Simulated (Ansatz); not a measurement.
Stretching the Sn1–F2 bond in ClFSn (SMILES [F][Sn][Cl]) (multiplicity 1 held, fragments rigid). Energies count from the point at 1.951 Å.
Geometry at that point (charge 0, multiplicity 1):
```xyz
3

Sn     0.191     0.149     0.498
F      0.907     1.423    -0.795
Cl    -1.042    -1.191    -1.043
```

R- and RO- levels are restricted; in cc, def2 and unpolarised 6-31G sets they are followed outwards from rest. Unrestricted levels (U-) break spin symmetry where that is lower. Curves can end on different states.

Frozen-core correlation. Filled d and f shells under p-block atoms count as core.

The values were computed with Ansatz (a program for electronic structure).  In def2 rows elements past Kr take small-core potentials, without spin–orbit coupling.

Energies in kcal/mol.

| R (Å) | R-HF/def2-SVP | U-SCS-MP2/def2-SVP | U-CCSD/def2-SVP | U-CCSD(T)/def2-SVP | R-CCSDT/def2-SVP |
|---|---|---|---|---|---|
| 1.561 | 79.3 | 85.5 | 85.1 | 85.9 | 86.0 |
| 1.756 | 12.4 | 15.0 | 14.9 | 15.3 | 15.4 |
| 1.951 | 0.0 | 0.0 | 0.0 | 0.0 | 0.0 |
| 2.146 | 9.1 | 7.4 | 7.5 | 7.1 | 7.0 |
| 2.342 | 25.7 | 22.8 | 22.9 | 22.1 | 22.0 |
| 2.634 | 52.4 | 48.6 | 48.5 | 47.0 | 46.8 |
| 2.927 | 76.1 | 94.9 | 72.4 | 71.2 | 68.4 |
| 3.415 | 107.0 | 109.4 | 97.8 | 98.0 | 93.8 |
| 3.903 | 129.4 | 112.7 | 107.0 | 108.7 | 106.2 |
| 4.488 | 148.3 | 113.3 | 107.7 | 109.4 | 110.5 |
| 5.269 | 164.0 | 113.6 | 108.0 | 109.7 | 111.3 |
| 6.244 | 175.3 | 113.7 | 108.1 | 109.8 | 111.1 |

Doubts at one or more of the structures used: a restricted determinant that unrestricted orbitals would lower (R-HF/def2-SVP, R-CCSDT/def2-SVP); a spin-contaminated determinant (U-SCS-MP2/def2-SVP, U-CCSD/def2-SVP, U-CCSD(T)/def2-SVP); T1 above 0.05 (U-CCSD/def2-SVP, U-CCSD(T)/def2-SVP, R-CCSDT/def2-SVP); other coupled-cluster roots lie near (R-CCSDT/def2-SVP).
